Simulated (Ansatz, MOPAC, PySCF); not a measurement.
Pair of molecules: C2H6 (SMILES CC) (first 8 atoms) with CH6Si (SMILES C[SiH3]); geometry from B3LYP-D3(BJ)/def2-TZVP, rigid monomers moved along the line of their centres of mass till H5···Si10 is 3.03 Å.
(charge 0, multiplicity 1):
```xyz
16

C      0.879     0.087     0.455
C     -0.510     0.682     0.245
H      1.557     0.367    -0.353
H      0.842    -1.003     0.494
H      1.326     0.432     1.389
H     -0.477     1.773     0.227
H     -1.195     0.384     1.040
H     -0.943     0.350    -0.701
C     -0.452     0.926     3.831
Si    -0.088    -0.910     3.706
H      0.063     1.365     4.687
H     -1.522     1.102     3.955
H     -0.127     1.453     2.933
H      1.364    -1.147     3.526
H     -0.806    -1.513     2.557
H     -0.523    -1.607     4.942
```

Interaction energies are E(AB) − E(A) − E(B) at the monomers' geometry in the complex; basis-set methods are counterpoise corrected. Rows marked so take none.

Frozen-core correlation. Rows in 6-31G* carry no dispersion term and start afresh at each structure (6-31G* with six Cartesian d functions). MP2/6-31G* freezes PySCF's default core. The state reached by AM1, PM3, PM7 isn't checked; PM7 holds dispersion and hydrogen-bond terms.

Codes used: Ansatz (an electronic-structure program) with Gaussian orbitals; MOPAC for AM1, PM3, PM7 (differences of heats of formation); PySCF for 6-31G* rows, the dispersion terms. 

Other levels give for the interaction energy: PBE/def2-TZVPPD 1.14; B3LYP/def2-TZVPPD 2.55; B3LYP-D3(BJ)/def2-TZVPPD -1.11; wB97M-V/def2-TZVPPD -1.12; CCSD(T)/aug-cc-pV(D+d)Z -0.31 kcal/mol.

**Question.** What do these common cheap choices give for the same quantity: AM1, PM3, PM7, HF/6-31G*, BP86/6-31G* (no counterpoise), B3LYP/6-31G*, B3LYP/6-31G* (no counterpoise), MP2/6-31G* (no counterpoise)?

**Answer.** AM1 2.08; PM3 -0.34; PM7 3.52; HF/6-31G* 3.61; BP86/6-31G* (no counterpoise) 2.45; B3LYP/6-31G* 2.70; B3LYP/6-31G* (no counterpoise) 2.10; MP2/6-31G* (no counterpoise) 0.52 kcal/mol. They span -0.34 to 3.61 kcal/mol.
